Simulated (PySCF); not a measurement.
Computed IR spectrum (relative IR intensity) of a molecule C2H5ClOSi2. Coordinates come from a PBE-D3(BJ)/def2-SVP optimisation. Other conformers were not sampled. These are PBE-D3(BJ)/def2-SVP run with PySCF values and carry that method's errors. Frequencies are harmonic and unscaled.

Lines under 2 % of the strongest are left out, and lines within 2 cm⁻¹ are merged.

ν (cm⁻¹): 169 (vw), 233 (vw), 306 (m), 350 (m), 408 (w), 424 (w), 468 (w), 516 (w), 610 (w), 638 (m), 692 (m), 748 (m), 762 (m), 823 (vs), 854 (m), 887 (m), 901 (vs), 924 (m), 1128 (m), 1499 (m), 2140 (s), 2150 (s), 2192 (s), 3758 (m) (against the strongest line: vs over 80 %, s over 45 %, m over 15 %, w over 4 %, vw less)

Q: Which molecule gave these data?
(A) O[Si@@H]1[SiH2]C=C1Cl
(B) C#C[SiH2]O[SiH2]Cl
(C) Cl[SiH2]C1=CO[SiH2]1
(D) O=C1[SiH2]C[Si@H]1Cl

A: A, O[Si@@H]1[SiH2]C=C1Cl
